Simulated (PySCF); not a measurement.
Working with the constants of ZnCl⁻

PBE0 constants of ZnCl⁻, ¹Σ⁺ (singlet), closed shell (Zn aug-cc-pVDZ-PP with ECP10, Cl aug-cc-pV(D+d)Z; scalar-relativistic core potentials (PySCF 2.14); masses 63.9291 and 34.9689 u):

| Item | Value |
| --- | --- |
| ωe | 182.1 cm⁻¹ |
| ωexe | 1.64 cm⁻¹ |
| Be | 0.12204 cm⁻¹ |
| αe | 0.00142 cm⁻¹ |
| De to Zn + Cl⁻ | 0.75 eV |

Question: What force constant and bond length do these constants imply?

Answer: Reduced mass μred = 22.604 u; k = 5.8918×10⁻⁷·μred·ωe² (u, cm⁻¹, mdyn/Å) = 0.442 mdyn/Å; Re = √(16.8576/(μred·Be)) (u, cm⁻¹, Å) = 2.472 Å.

Question: Estimate the centrifugal constant D from the Kratzer relation and find the Dunham coefficient a1.

Answer: D = 4Be³/ωe² = 2.19e-07 cm⁻¹; a1 = −1 − αeωe/(6Be²) = -3.89.

For an ion De counts to the pair picked by the measured ionisation energies or electron affinities, which need not be the lowest pair at this level.
